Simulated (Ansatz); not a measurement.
`N[As]1[AlH][S]1`. Total charge 0; spin multiplicity 1. Correlated methods include outer-core shells of As, which these sets cover unevenly. Scalar relativity is left out up to krypton.

```json
{"atom": "N1", "x (Å)": "-0.3366", "y (Å)": "-1.1007", "z (Å)": "-1.1836"}
{"atom": "As2", "x (Å)": "1.1454", "y (Å)": "-0.2466", "z (Å)": "-0.5092"}
{"atom": "Al3", "x (Å)": "0.2357", "y (Å)": "1.5353", "z (Å)": "0.8085"}
{"atom": "S4", "x (Å)": "0.8752", "y (Å)": "-0.1876", "z (Å)": "1.8766"}
{"atom": "H5", "x (Å)": "-0.2452", "y (Å)": "-2.1074", "z (Å)": "-1.1817"}
{"atom": "H6", "x (Å)": "-1.2506", "y (Å)": "-0.8373", "z (Å)": "-0.8469"}
{"atom": "H7", "x (Å)": "-0.4238", "y (Å)": "2.9443", "z (Å)": "1.0364"}
```

Problem. Give the diagnostics of a CCSD(T)/def2-TZVPP run (frozen core, Ansatz 0.2.0). (Estimate.)

Solution. Computed: T1 = 0.0146, largest single amplitude 0.026, largest double 0.035, (T) share of the correlation energy 4.6 %, 10 CCSD cycles. The RHF solution is stable towards an unrestricted one. T1 lies under the customary mark of 0.02 for closed shells.
